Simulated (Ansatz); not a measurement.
C₂H₈BNO, SMILES `COB(C)N`. The species carries charge 0 and has multiplicity 1.

Cartesian coordinates in Å:
```
C 1.376 0.920 -0.929
O -0.013 0.949 -0.729
B -0.642 0.031 0.079
C 0.138 -1.112 0.834
N -2.035 0.175 0.193
H 1.927 1.057 0.008
H 1.703 -0.021 -1.387
H 1.636 1.738 -1.603
H -0.517 -1.749 1.431
H 0.898 -0.698 1.505
H 0.674 -1.758 0.130
H -2.605 -0.432 0.752
H -2.539 0.901 -0.285
```

Q: List the harmonic frequencies (cm⁻¹, unscaled) at PBE0-D4/def2-TZVP in Ansatz. (Best estimate.)

A: Ansatz gave: 69, 135, 159, 239, 341, 407, 454, 461, 597, 739, 856, 875, 908, 1144, 1181, 1197, 1291, 1381, 1388, 1459, 1468, 1493, 1500, 1502, 1627, 3020, 3042, 3080, 3103, 3122, 3130, 3639, 3749.

Q: Is this a minimum?

A: Yes, all 33 modes are real.

Q: Give the ideal-gas thermochemistry at 298.15 K and 1 bar (rigid rotor, harmonic oscillator; point group Cs, symmetry number 1).

A: Zero-point energy 291.6 kJ/mol; H(298) − E = 312.9 kJ/mol; entropy 339.6 J/(mol·K), of which translation 162.3, rotation 107.9, vibration 69.3; G(298) − E = 211.7 kJ/mol. Modes under 100 cm⁻¹ are hindered rotations or soft bends, so the harmonic entropy is rough.

Q: Rotational constants (cm⁻¹)?

A: 0.2557, 0.1313, 0.08965.
